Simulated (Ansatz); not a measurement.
Compare A (`C/C=C1\N[SiH2]O1`) with its isomer B (`C[SiH2]C1N=CO1`).

Isolated molecules relaxed with PBE0-D4/def2-TZVP in Ansatz; ΔE leaves out vibrations. CCSD(T)/CBS is the MP2 limit (def2-TZVPP, def2-QZVPP) plus CCSD(T) − MP2 in def2-TZVPP, frozen cores. Functionals use def2-TZVPP. B3LYP here is the variant with VWN-RPA as its local correlation; programs differ in this. One conformer a species, not always the lowest.

A:

```xyz
13

C     1.757   -1.207   -0.407
C     0.380   -1.213    0.165
C    -0.391   -0.138    0.258
N    -0.207    1.205   -0.114
Si   -1.829    1.509    0.377
O    -1.669   -0.106    0.807
H     2.480   -1.644    0.288
H     2.102   -0.194   -0.627
H     1.821   -1.783   -1.337
H    -0.041   -2.141    0.535
H     0.480    1.498   -0.782
H    -2.043    2.435    1.514
H    -2.840    1.780   -0.676
```

B:

```xyz
13

C     1.3274    0.6343   -1.5081
Si    0.9819    0.1539    0.2596
C    -0.6507   -0.8141    0.3216
N    -1.8257   -0.0008    0.0030
C    -2.1372   -0.1945    1.2290
O    -1.1465   -0.9808    1.7047
H     2.2304    1.2452   -1.5747
H     0.4903    1.2098   -1.9089
H     1.4703   -0.2479   -2.1362
H     0.7979    1.3376    1.1369
H     2.0602   -0.7118    0.8098
H    -0.6398   -1.7832   -0.1849
H    -2.9586    0.1522    1.8481
```

Question: Which is lower in electronic energy at CCSD(T)/CBS, and by how much? (Best estimate.)

Answer: Computed: A, by 184.2 kJ/mol.

Question: Give E(B) − E(A) in kJ/mol with BLYP-D4, ωB97M-V, HF/def2-TZVPP, CCSD(T)/def2-TZVPP, CCSD/def2-TZVPP, PBE-D4, B3LYP. (Best estimate.)

Answer: The calculation gave: BLYP-D4 172.0, ωB97M-V 182.4, HF/def2-TZVPP 205.8, CCSD(T)/def2-TZVPP 177.5, CCSD/def2-TZVPP 184.4, PBE-D4 166.6, B3LYP 185.5. None reverses the order clearly.

Question: Does the order hold for the free energy at 298.15 K (harmonic terms from PBE0-D4)? (An estimate is asked.)

Answer: Ansatz gave: Yes: G(B) − G(A) = +177.6 kJ/mol, for one conformer each.

Largest T1 diagnostic: 0.014.

From PBE to PBE0 (25 % exact exchange), in def2-TZVPP and without D4, E(B) − E(A) moves by +15.3 kJ/mol. Leaving LDA and LC-ωPBE aside and taking each functional with its dispersion term where it has one, the values, not all of them listed here, spread over 40.7 kJ/mol, from revPBE-D4 to BHLYP-D4. LDA lies +21.5 kJ/mol from PBE without D4.
